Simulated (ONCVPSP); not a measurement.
Configuration tests for Sn (Z = 50) (ONCV)

* Element: tin (Sn)
* Generator: ONCVPSP 4.0.1
* Type: optimised norm-conserving Vanderbilt (ONCV)
* Functional: PBE
* Relativity: scalar-relativistic
* Frozen core: [Kr]
* Valence charge: 14
* Reference configuration: 4d10 5s1.5 5p2.5
* Partial waves: 5s: rc 1.85 bohr, ncon 4, nbas 8, qcut 2.7 1/bohr, 2 projectors, debl 2.5 Ha; 5p: rc 2.15 bohr, ncon 4, nbas 8, qcut 3.3 1/bohr, 2 projectors, debl 2.6 Ha; 4d: rc 1.00 bohr, ncon 3, nbas 7, qcut 9.5 1/bohr, 1 projector
* Local potential: polynomial inside 0.85 bohr (lpopt 5, dvloc0 0 Ha)
* Core correction: Teter function, fcfact 2, rcfact 1.3

Energies are relative to the spin-unpolarised reference configuration 4d10 5s1.5 5p2.5; without spin polarisation the order of configurations can differ from experiment.

```tsv
valence configuration	charge	ΔE all-electron (eV)	error AE − PS (meV)
4d10 5s2 5p0	+2	17.369	-2.8
4d10 5s0 5p0	+4	89.465	+108
```

(1) What are ΔE and the potential's error for 4d10 5s2 5p2?

(2) What are ΔE and the potential's error for 4d10 5s2 5p1?

Levels in the configuration 4d10 5s2 5p0:

```json
{"level": "4d", "all-electron (eV)": "-43.209", "pseudo (eV)": "-43.095"}
{"level": "5s", "all-electron (eV)": "-26.091", "pseudo (eV)": "-26.081"}
```

Note: ghosts flagged at negative energy: s at -278.5 eV, p at -104.2 eV; GHOST(+) flagged for s at 100.2 eV. A true bound ghost makes a file unfit for plane-wave use.

Answers

(1) ΔE = -3.459 eV all-electron; the error (AE − PS) is +0.4 meV.

(2) ΔE = 3.416 eV all-electron; the error (AE − PS) is -1.7 meV.
